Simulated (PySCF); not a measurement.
C5H4NOS (charge -1).
Bonds: C1–N2 (double), N2–C3, C3–C4 (aromatic), C4–S5 (aromatic), S5–C6 (aromatic), C6–O7, C6–C8 (aromatic), C3–C8 (aromatic). Hydrogens: H9, H10 on C1; H11 on C4; H12 on C8.

Structure optimised with GFN2-xTB, isolated species.

Q: Give the optimised bond lengths and angles.

A: 
```csv
bond,length (Å),order
C1=N2,1.266,double
N2–C3,1.378,single
C3–C4,1.373,aromatic
C4–S5,1.720,aromatic
S5–C6,1.895,aromatic
C6–O7,1.225,single
C6–C8,1.371,aromatic
C3–C8,1.421,aromatic
C1–H9,1.084,single
C1–H10,1.094,single
C4–H11,1.073,single
C8–H12,1.078,single
```

Orders are formal, as drawn. A selection of angles:
```csv
angle,degrees
C1–N2–C3,123.1
N2–C3–C4,117.7
N2–C3–C8,128.7
C4–C3–C8,113.6
C3–C4–S5,112.7
C4–S5–C6,91.3
S5–C6–O7,119.3
S5–C6–C8,105.7
O7–C6–C8,135.0
C3–C8–C6,116.7
```

Dihedral angles: C1–N2–C3–C4 -179° (antiperiplanar).

Of the pairs four or more bonds apart, H10···H12 is among the closest relative to their van der Waals radii: 2.25 Å, 94 % of the sum of Bondi's values. C4 (aromatic CH next to a ring sulfur) is planar (angles 127.1°, 120.1° and 112.7°, sum 360.0°, 0.00 Å off the plane of its three neighbours). C3 (aromatic carbon bearing nitrogen) is planar (angles 128.7°, 117.7° and 113.6°, sum 360.0°, 0.00 Å off the plane of its three neighbours). The 2 C–S bonds span 1.720 Å (C4–S5, aromatic) to 1.895 Å (S5–C6, aromatic), a spread of 0.175 Å. C1 (imine carbon) is planar (angles 126.2°, 117.8° and 116.0°, sum 360.0°, 0.00 Å off the plane of its three neighbours). The C–N distances run from 1.266 Å (C1=N2, drawn double) to 1.378 Å (N2–C3, drawn single), a spread of 0.112 Å. C8 (aromatic CH carbon) is planar (angles 123.8°, 119.4° and 116.7°, sum 360.0°, 0.00 Å off the plane of its three neighbours).

Point group: Cs (every atom within 0.08 Å of its image). GFN2-xTB frequencies: not computed here.

One conformer stands for the species.
